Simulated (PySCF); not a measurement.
# As⁺ (arsenic, charge +1): UHF calculation

Configuration: [Ar] 3d10 4s2 4p2, high-spin 3P determinant. Calculation: PySCF 2.14, in jorge-DZP-DKH; the spin-free X2C one-electron Hamiltonian (Gaussian nucleus).

* Total energy: -2258.547142 hartree
* One-electron energy: -3134.3534 hartree
* Hartree (Coulomb) energy: 958.2894 hartree
* Exchange energy: -82.4831 hartree
* ⟨S²⟩: 2.0008
* ⟨L²⟩: 2.002
* Sum of ⟨r⟩: 21.67 bohr
* Sum of ⟨r²⟩: 30.65 bohr²
* Traceless quadrupole moment −½Σ⟨3z² − r²⟩ along its main axis: 2.56 e·bohr²
* Langevin diamagnetic susceptibility: -24.3 ×10⁻⁶ cm³/mol
* Time after the integrals: 0.11 s of wall time on 1 thread of Neoverse-V2 (shared host)

```tsv
shell	electrons	mean orbital energy (hartree)	spread (hartree)	rms radius, mean of both spins (bohr)
1s α	1	-439.31263	0	0.0524
1s β	1	-439.30581	0	0.0524
2s α	1	-58.12879	0	0.219
2s β	1	-58.12635	0	0.219
2p α	3	-50.85561	0.00272	0.196
2p β	3	-50.84880	0.00610	0.196
3s α	1	-8.64608	0	0.640
3s β	1	-8.63360	0	0.640
3p α	3	-6.30772	0.00214	0.667
3p β	3	-6.29051	0.02035	0.667
3d α	5	-2.43316	0.01169	0.745
3d β	5	-2.42416	0.02033	0.745
4s α	1	-1.11554	0	2.06
4s β	1	-0.93194	0	2.06
4p α	2	-0.67281	0	2.53
```

Densities and radii are taken from the X2C orbitals without a picture-change correction, which distorts them close to the nucleus.
